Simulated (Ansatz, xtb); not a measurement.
Diatomic AlCl+, multiplicity 2 (lowest of 2S+1 = 2, 4 at CCSD(T)/def2-TZVPP on PBE0 minima; our sources give no spin for the ground state, which may be another).

The constants come from a fifth-degree fit in 1/R (seven points, main isotopes). Runs in def2 and cc sets follow the lowest solution found near the PBE0 minimum.

Cores are frozen in the correlated methods. CBS: X⁻³ extrapolation of the correlation energy, Hartree–Fock from the larger set.

The values were computed with Ansatz (a program for electronic structure) with Gaussian orbitals; xtb for the GFN methods.  The GFN methods have no spin term and hold the electronic entropy of 300 K.

Problem. What bond length and harmonic frequency does GFN1-xTB give?

Solution. r_e = 2.065 Å, ω_e = 517 cm⁻¹.

Problem. What bond length and harmonic frequency does CCSD(T)/def2-TZVPP give?

Solution. r_e = 2.030 Å, ω_e = 603 cm⁻¹.

Problem. What bond length and harmonic frequency does CCSD(T)/CBS(aug-cc-pV(T+d)Z, aug-cc-pV(Q+d)Z) give?

Solution. r_e = 2.019 Å, ω_e = 616 cm⁻¹.
